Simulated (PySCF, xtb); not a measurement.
B(All)(H)2 (C3H7B), SMILES BCC=C.

Geometry optimised at PBE0-D3(BJ)/def2-SVP. The structure was generated by enumeration, and PubChem lists no compound with its InChIKey, so it may never have been made. One conformer was computed; it need not be the lowest.

These are IEF-PCM-PBE0/def2-SVP in PySCF 2.14.0 values and carry that method's errors.

The values are the electrostatic part of the solvation free energy, E(continuum) − E(gas) at the gas-phase geometry, in a cavity of scaled van der Waals radii (PySCF's table); cavitation and dispersion terms are not included. In vacuum the orbital gap is 5.97 eV. The dipole moment in vacuum is 0.56 D.

Task: Estimate the values in water (ε = 78.36), dimethylsulfoxide (ε = 46.83), 2-propanol (ε = 19.26). (The exact figures need the calculation; the answer reports its results.)

Result: 
```json
[
 {"solvent": "water", "ε": "78.36", "ΔG(elec) (kcal/mol)": "-1.8", "dipole (D)": "0.77", "gap (eV)": "6.07"},
 {"solvent": "dimethylsulfoxide", "ε": "46.83", "ΔG(elec) (kcal/mol)": "-1.7", "dipole (D)": "0.76", "gap (eV)": "6.07"},
 {"solvent": "2-propanol", "ε": "19.26", "ΔG(elec) (kcal/mol)": "-1.7", "dipole (D)": "0.75", "gap (eV)": "6.06"}
]
```

For comparison, GFN2-xTB/ALPB(water) (xtb, at the GFN2-xTB geometry, all terms of that model) gives -1.3 kcal/mol.
